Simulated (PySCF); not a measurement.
C2H4BF2N, SMILES FB(F)/C=N/C. Atoms are numbered in the order given.

```xyz
10

C     -0.0793     2.6935     0.0000
N      0.3752     1.3279     0.0000
C     -0.4965     0.3824     0.0000
B     -0.0217    -1.1160     0.0000
F     -0.9221    -2.1001     0.0000
F      1.2588    -1.4584     0.0000
H      0.3472     3.2152     0.8840
H      0.3472     3.2152    -0.8840
H     -1.1906     2.8177     0.0000
H     -1.5972     0.6080     0.0000
```
Charge 0, spin multiplicity 1.

Coordinates come from a PBE-D3(BJ)/def2-SVP optimisation. The structure was generated by enumeration; whether it is a known compound was not checked. One conformer was computed; it need not be the lowest.

Calculation: PBE-D3(BJ)/def2-SVP (PySCF).

Harmonic, unscaled wavenumbers; measured fundamentals usually lie a few per cent lower.

```tsv
mode	ν (cm⁻¹)	IR (km/mol)	moving atoms (share of kinetic energy)
1	78	2.8	H 42 %, C 27 %, F 21 %, N 9 %
2	145	0.5	F 51 %, C 28 %, H 11 %
3	182	1.4	C 33 %, N 30 %, H 24 %, F 10 %
4	224	12.2	H 73 %, N 17 %, C 9 %
5	355	5.2	F 38 %, C 27 %, N 20 %, H 14 %
6	401	3.4	F 43 %, N 23 %, C 17 %, H 11 %
7	562	20.4	F 57 %, C 17 %, B 15 %
8	623	27.4	B 74 %, H 13 %, F 8 %
9	818	4.9	C 41 %, F 36 %, H 20 %
10	910	16.2	H 69 %, C 24 %
11	1002	19.7	C 45 %, N 29 %, H 23 %
12	1084	1.0	H 64 %, C 23 %, N 13 %
13	1110	12.7	H 58 %, C 24 %, N 17 %
14	1236	185.8	H 49 %, B 32 %, F 12 %
15	1340	7.9	H 78 %, C 15 %
16	1368	183.7	H 35 %, B 34 %, C 16 %
17	1390	6.1	H 97 %
18	1408	40.1	H 76 %, B 12 %
19	1417	261.6	B 62 %, F 19 %, H 17 %
20	1677	36.5	C 53 %, N 43 %
21	2869	61.2	H 92 %
22	2893	55.2	H 96 %
23	3011	14.9	H 92 %, C 8 %
24	3030	4.4	H 91 %, C 9 %
```
